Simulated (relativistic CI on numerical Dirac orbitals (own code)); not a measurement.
## Cu³⁺ in a cubic cluster: 3s photoemission with charge transfer

Computed with a charge-transfer multiplet model of a cubic metal-ligand cluster with up to 2 ligand holes, Slater and spin-orbit integrals from Dirac-Coulomb-Breit ions, Slater integrals scaled by 0.8. The ground state mixes d8 with configurations of k ligand holes L, whose averages lie at kΔ + k(k − 1)U_dd/2; a core hole lowers each added d electron by U_cd. 20 K, Lorentzian 1.4 eV and Gaussian 0.8 eV FWHM.

Atomic integrals in eV (Slater integrals scaled, ζ unscaled), ground: F2dd 11.066, F4dd 6.905, zeta_d 0.110; with the core hole: F2dd 11.872, F4dd 7.445, zeta_d 0.122, G2cd 11.691.

Cluster parameters (eV): Δ = -1.9, U_cd = 8.9, 10Dq = 0.55, 10Dq(ligand) = 0.7, V(eg) = 3, V(t2g) = -1.48, final-state hopping factor = 1.

```csv
Case,n_d,d8,d9L,d10L2,S
U_dd = 5.6 eV,8.83,0.30,0.56,0.13,1.00
U_dd = 6.3 eV,8.80,0.32,0.57,0.12,1.00
U_dd = 7.7 eV,8.75,0.34,0.57,0.09,1.00
U_dd = 8.4 eV,8.74,0.34,0.57,0.08,1.00
U_dd = 9.8 eV,8.71,0.36,0.58,0.07,1.00
```

Weights, n_d and S are thermal averages at 20 K. Binding energies count from the first peak over 30 % of the highest in each spectrum, which can be another peak from case to case. The parameters are a model scan and need not match a compound or its usual spin state. Peaks in eV (height, largest 100):
- U_dd = 5.6 eV: 0.0 (100), 8.0 (41), 11.8 (26), 17.2 (7), 23.7 (6)
- U_dd = 6.3 eV: 0.0 (100), 7.8 (39), 11.5 (27), 16.8 (8), 23.3 (6)
- U_dd = 7.7 eV: 0.0 (100), 7.6 (34), 11.0 (27), 16.0 (8), 22.5 (7)
- U_dd = 8.4 eV: 0.0 (100), 7.7 (31), 10.8 (26), 15.7 (8), 22.2 (7)
- U_dd = 9.8 eV: 0.0 (100), 7.8 (26), 10.6 (24), 15.2 (8), 21.6 (7)

For the case U_dd = 7.7 eV, Δ = -1.9 eV is smaller than U_dd = 7.7 eV, the charge-transfer side of the Zaanen-Sawatzky-Allen scheme (negative Δ: between configuration averages a ligand hole costs less than the nominal valence; multiplet and field energies can change this for the lowest states). With the core hole the average of the configuration with one ligand hole lies at Δ − U_cd = -10.8 eV before mixing: it lies below the unscreened one, so the lowest final states are mostly screened and the unscreened weight appears at higher binding energy as a satellite.

Without intra-shell correlation the exchange splitting of the 3s hole comes out too large.
